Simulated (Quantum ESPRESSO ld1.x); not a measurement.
Ne+, 9 electrons, occupied as [He] 2s2 2p5. Method: non-relativistic Kohn-Sham, LDA (Slater exchange, VWN5 correlation), spin-unpolarised, spherical densities, point nucleus; computed with ld1.x of Quantum ESPRESSO 7.5.

Unscreened Slater integrals over Kohn-Sham orbitals (eV).

integral    value
F0(2p,2p)  28.604
F2(2p,2p)  12.796
F0(2p,2s)  28.411
G1(2p,2s)  17.104
F0(2p,1s)  41.314
G1(2p,1s)  4.7969
F0(2s,2s)  28.464
F0(2s,1s)  40.540
G0(2s,1s)  3.0226
F0(1s,1s)  161.29

Derived for the open shells (J is the average intra-shell exchange parameter used in DFT+U). 2p: J = F2/5 = 2.559 eV.
